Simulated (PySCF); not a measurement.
Dipole response of Sb(3+) (antimony, charge +3)

[Kr] 4d10 5s2, closed-shell 1S. Computed with PySCF 2.14 in aug-cc-pVTZ-PP with ECP28MDF, with scalar relativity through the core potential. Coupled (time-dependent) response in atomic units; α is the mean over directions.

```csv
method,mean α (bohr³),C₆ (like pair),S(−4)
UHF,12.12,54.29,60.57
PBE,10.17,43.79,40.42
PBE0,10.64,46.22,44.86
wB97M-V,10.99,47.96,48.95
M06-L,10.11,43.36,39.86
```

S(−4) is the Cauchy moment in α(ω) = α(0) + S(−4) ω² + …

α(iu) at UHF:

| u (hartree) | α(iu) (bohr³) |
| --- | --- |
| 0 | 12.12 |
| 0.0500 | 11.97 |
| 0.100 | 11.54 |
| 0.200 | 10.13 |
| 0.300 | 8.471 |
| 0.500 | 5.729 |
| 0.750 | 3.728 |
| 1.00 | 2.652 |
| 1.50 | 1.604 |
| 2.00 | 1.103 |
| 3.00 | 0.6237 |
| 5.00 | 0.2752 |

A single London oscillator, α(iu) = α/(1 + u²/ω²), gives C₆ = (3/4) ω α². Matching the computed C₆ needs ω = 4 × 54.29 / (3 × 12.12²) = 0.493 hartree.

For an ion, C₆ is the dispersion term alone; charge-induced terms of lower order in 1/R come first.

Energies and moments cover only the electrons outside the core potential.
